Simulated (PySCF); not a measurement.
**Ionising CsK**

RHF-CCSD(T); basis Cs def2-SVPD with ECP46, K def2-SVPD; scalar-relativistic core potentials; PySCF 2.14. Neutral (RHF): singlet (closed shell), Re = 4.402 Å, ωe = 64.6 cm⁻¹, De = 0.45 eV.

CsK⁺ (UHF): doublet (σ ↑), Re = 5.069 Å, ωe = 48.6 cm⁻¹, De = 0.56 eV to Cs⁺ + K. The energies at the minima are -619.04635 hartree for CsK and -618.91166 for CsK⁺.

(1) Work out the adiabatic ionisation energy, without and with harmonic zero-point energies (1 hartree = 27.2114 eV, 1 eV = 8065.5 cm⁻¹), and the change of the bond length.

CsK⁻ (ROHF): doublet (σ ↑), Re = 4.918 Å, ωe = 41.2 cm⁻¹, De = 0.43 eV to Cs + K⁻. The energies at the minima are -619.04635 hartree for CsK and -619.06328 for CsK⁻.

(2) Work out the adiabatic electron affinity, without and with harmonic zero-point energies (1 hartree = 27.2114 eV, 1 eV = 8065.5 cm⁻¹), and the change of the bond length.

Correlated steps freeze 5 core orbitals. UHF and ROHF references stand side by side, which adds small steps between rows. Weak bonds: CsK, CsK⁻. Basis-set superposition, not corrected here, can be much of De in a small basis, most of all at correlated wavefunction levels. Spin–orbit coupling is left out. For an ion De counts to the pair picked by the measured ionisation energies or electron affinities, which need not be the lowest pair at this level. Where the molecule has an RHF reference, its open-shell atoms are computed with UHF. The CCSD T1 diagnostic is raised in CsK⁻, a sign that a single reference may not be enough there. States were picked by a PBE0 search and need not be the measured ground states.

Neutral and ion stand on different kinds of reference determinant, which adds to the error of the difference.

Results:

(1) At CCSD(T): 0.13469 hartree = 3.665 eV between the minima; the zero-point term (48.6 − 64.6)/2 cm⁻¹ = -0.001 eV makes it 3.664 eV. Re changes by +66.7 pm against the neutral. The electron leaves a σ orbital, and the longer bond of the ion fits a bonding orbital, or a change in how ionic the bond is.

(2) At CCSD(T): 0.01693 hartree = 0.461 eV between the minima; the zero-point term (64.6 − 41.2)/2 cm⁻¹ = +0.001 eV makes it 0.462 eV. Re changes by +51.6 pm against the neutral. The electron enters a σ orbital, and the ion is left as a loose complex of an ion and an atom.
